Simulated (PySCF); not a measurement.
How methods differ on the ionisation energy of Sb²³⁺

Sb²³⁺ [Ar] 3d10 (1S) → Sb²⁴⁺ [Ar] 3d9 (2D), as a difference of total energies. Calculation: PySCF 2.14, in an uncontracted even-tempered set (19 s from 2.7 bohr⁻², ratio 2.5; 13 p from 3.5 bohr⁻², ratio 2.5; 8 d from 3.5 bohr⁻², ratio 2.5; 4 f from 18 bohr⁻², ratio 2.7; 3 g from 27 bohr⁻², ratio 2.7); the spin-free X2C one-electron Hamiltonian (Gaussian nucleus). Correlated levels: outer shells: [Ne] frozen; virtual orbitals above 40 to 60 times the deepest correlated orbital energy dropped. The calculations carry no spin-orbit coupling.

| method | ionisation energy (eV) |
| --- | --- |
| UHF | 1219.0 |
| LDA | 1219.1 |
| PBE | 1218.2 |
| PBE0 | 1219.0 |
| r2SCAN | 1219.2 |
| B97-3 | 1219.4 |
| BLYP | 1217.9 |
| MP2 (outer shells) | 1220.7 |
| SCS-MP2 (outer shells) | 1220.4 |

A first-order spin-orbit estimate (lowest level to lowest level, LS coupling) adds -3.989 eV.

Breit and QED terms and the two-electron picture change are absent.

For comparison: 1214 ± 4 eV (theoretical estimate listed by NIST; NIST Atomic Spectra Database, ionization energies).
